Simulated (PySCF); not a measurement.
F3Si⁺: script and output

Input:

```python
from pyscf import gto, scf, cc

mol = gto.M(
    atom='Si 0 0 0; F 1.487 0 0; F -0.7434 1.2877 0; F -0.7435 -1.2877 0',
    basis='sbkjc',
    ecp={'Si': 'sbkjc', 'F': 'sbkjc'},
    charge=1,
    spin=0,
    verbose=3,
)
mf = scf.UHF(mol)
mf = mf.density_fit(auxbasis='def2-universal-jkfit')
mf.kernel()
mycc = cc.CCSD(mf)
mycc.kernel()
e = mycc.eaccsd(nroots=6)[0]
print('roots (eV) =', (e*27.211386).round(3))
mf.dip_moment()
print('orbital energies (hartree):', [e[max(0, n-3):n+3].round(4) for e, n in zip(mf.mo_energy, mol.nelec)])
```

```bash
$ OMP_NUM_THREADS=1 python input.py
```

It prints:

```
converged SCF energy = -74.9053433567687  <S^2> = -7.1054274e-15  2S+1 = 1
E(UCCSD) = -75.23818876559335  E_corr = -0.3328454088246484
roots (eV) = [-6.896 -6.896 -6.308 -6.308 -1.471 -1.471]

WARN: System has nonzero charge 1; the dipole moment is origin-dependent.
Location of origin: [0. 0. 0.]

Dipole moment(X, Y, Z, Debye): -0.00022, -0.00004, -0.00000
orbital energies (hartree): [array([-1.0022, -1.0022, -0.989 , -0.2431, -0.232 , -0.0491]), array([-1.0022, -1.0022, -0.989 , -0.2431, -0.232 , -0.0491])]
```

In short: E(SCF) = -74.905343 Eh, E(CCSD) − E(SCF) = -0.33285 Eh, attachment roots -6.896, -6.896, -6.308, -6.308, -1.471, -1.471 eV.

It ran on Arm Neoverse N1 (1 thread, shared host) in 22 s.

Positive EA roots mean that the added electron is unbound. The dipole of an ion depends on the origin. No search for the lowest solution was made.
